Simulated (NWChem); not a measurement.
System meant: SiSbH₅; SMILES [SiH3][SbH2]

Here is an NWChem input.

```
start job
memory heap 200 mb stack 900 mb global 1100 mb
geometry units angstroms noautoz
  Sb     0.018032     0.662717     0.021061
  H     -1.224650     0.669991     1.204957
  H     -1.138328     0.685781    -1.247152
  Si     0.033489    -1.922240     0.005260
  H      0.810555    -2.391379    -1.182681
  H     -1.339299    -2.508616    -0.049527
  H      0.720347    -2.406563     1.241678
end
basis spherical
  Sb library def2-svp
  H library def2-svp
  Si library def2-svp
end
ecp
  Sb library def2-ecp
end
dft
  xc pbe0
  iterations 4
  mulliken
end
task dft energy
```

End of the output:

```
    Atom       Charge   Shell Charges
 -----------   ------   -------------------------------------------------------
    1 Sb  23    22.88   1.30  0.67  0.97  0.65  2.79  3.09  1.71  1.57  9.48  0.66
    2 H    1     1.06   0.60  0.44  0.03
    3 H    1     1.06   0.60  0.44  0.03
    4 Si  14    13.76   2.00  1.94  0.70  0.38  5.82  1.31  1.41  0.19
    5 H    1     1.08   0.63  0.42  0.03
    6 H    1     1.08   0.63  0.42  0.03
    7 H    1     1.08   0.63  0.42  0.03

 center of mass
 --------------
 x =   0.00002620 y =  -0.22407351 z =   0.03579595

 moments of inertia (a.u.)
 ------------------
         637.558987568452           0.000000000000           0.000000000000
           0.000000000000          42.282283568723          -0.000000000000
           0.000000000000          -0.000000000000         638.128019295111

     Multipole analysis of the density
     ---------------------------------

     L   x y z        total         alpha         beta         nuclear
     -   - - -        -----         -----         ----         -------
     0   0 0 0     -0.000000    -21.000000    -21.000000     42.000000

     1   1 0 0     -0.000026      0.000770      0.000770     -0.001567
     1   0 1 0     -0.022501    -17.177842    -17.177842     34.333183
     1   0 0 1      0.025643      1.034204      1.034204     -2.042764

     2   2 0 0    -31.540977    -26.400140    -26.400140     21.259303
     2   1 1 0      0.000481     -0.002380     -0.002380      0.005240
     2   1 0 1     -0.000819     -0.000281     -0.000281     -0.000257
     2   0 2 0    -32.688220   -161.147020   -161.147020    289.605820
     2   0 1 1      0.417622     -2.719096     -2.719096      5.855814
     2   0 0 2    -32.594913    -26.477705    -26.477705     20.360496

 ------------------------------------------------------------------------
 dft energy failed                                                                                  0
 ------------------------------------------------------------------------
 ------------------------------------------------------------------------
  current input line :
    25: task dft energy
 ------------------------------------------------------------------------
 ------------------------------------------------------------------------
 This type of error is most commonly associated with calculations not reaching convergence criteria
 ------------------------------------------------------------------------
 For more information see the NWChem manual at https://nwchemgit.github.io

0:dft energy failed:Received an Error in Communication
```

Task: What is wrong, and how is it mended?

Result: Convergence was not reached. Cause: the SCF was allowed too few iterations. This input runs:
```
start job
memory heap 200 mb stack 900 mb global 1100 mb
geometry units angstroms noautoz
  Sb     0.018032     0.662717     0.021061
  H     -1.224650     0.669991     1.204957
  H     -1.138328     0.685781    -1.247152
  Si     0.033489    -1.922240     0.005260
  H      0.810555    -2.391379    -1.182681
  H     -1.339299    -2.508616    -0.049527
  H      0.720347    -2.406563     1.241678
end
basis spherical
  Sb library def2-svp
  H library def2-svp
  Si library def2-svp
end
ecp
  Sb library def2-ecp
end
dft
  xc pbe0
  iterations 150
  mulliken
end
task dft energy
```
It converges to -532.51188 Ha (PBE0/def2-SVP with def2 effective core potentials on Sb).
